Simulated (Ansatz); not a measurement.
Program: Ansatz. Geometries: PBE0-D4/def2-TZVP. ΔE: electronic, gas phase. CCSD(T)/CBS adds triple-zeta CCSD(T) − MP2 to the extrapolated MP2 energy (def2 sets, frozen cores). This one scheme is used for every species. Functionals use def2-TZVPP. Each species was taken in one conformer, which may not be the lowest.

`NC[SiH2]BF` + H–F → `NC[SiH2]F` + `BF`  (cleavage of the Si–B bond)

`NC[SiH2]BF`:

Z-matrix (Å, degrees):
```
C
Si 1 1.886
N 1 1.458 2 111.1
H 1 1.096 2 106.9 3 -118.6
H 1 1.102 2 108.7 3 127.4
B 2 2.036 1 113.4 3 -176.2
H 2 1.496 1 109.1 3 -56.3
H 2 1.491 1 111.0 3 61.0
H 3 1.012 1 111.0 2 60.0
H 3 1.012 1 111.2 2 179.1
F 6 1.325 2 120.6 1 1.5
H 6 1.204 2 123.8 1 -178.6
```

H–F:

Z-matrix (Å, degrees):
```
F
H 1 0.920
```

`NC[SiH2]F`:

```xyz
10

N    -0.545   -0.769   -1.120
C     0.388   -0.622   -0.004
Si   -0.098    0.984    0.822
F     0.996    1.410    1.918
H    -0.320   -0.128   -1.869
H    -0.526   -1.704   -1.506
H     0.215   -1.432    0.710
H     1.454   -0.658   -0.270
H    -0.161    2.068   -0.193
H    -1.402    0.850    1.513
```

`BF`:

```xyz
4

B     0.000    0.032    0.038
F     0.002   -0.819   -0.967
H     0.409   -0.352    1.096
H    -0.411    1.138   -0.167
```

```tsv
species	PBE-D4 energy (Eh)
`NC[SiH2]BF`	-510.96770
H–F	-100.39347
`NC[SiH2]F`	-485.58313
`BF`	-125.83256
```

(1) Work out ΔE.

Largest T1 diagnostic among the species: 0.013.

## Answers

(1) ΔE = (-485.58313) + (-125.83256) − (-510.96770) − (-100.39347) = -0.05452 Eh = -1.48 eV. CCSD(T)/CBS gives -1.70 eV.

The D4 term adds +0.05 eV with B3LYP and +0.03 eV with PBE0; it sums over pairs of atoms, weighted by their polarisabilities, and B3LYP, whose exchange is more repulsive, gets the larger term. In def2-TZVPP, CCSD(T) changes the Hartree–Fock value by +0.32 eV (the triples alone add +0.04 eV) and MP2 by +0.24 eV. From PBE to PBE0 (25 % exact exchange), in def2-TZVPP and without D4, ΔE moves by −0.07 eV.

B3LYP here is the variant with VWN-RPA as its local correlation; programs differ in this.
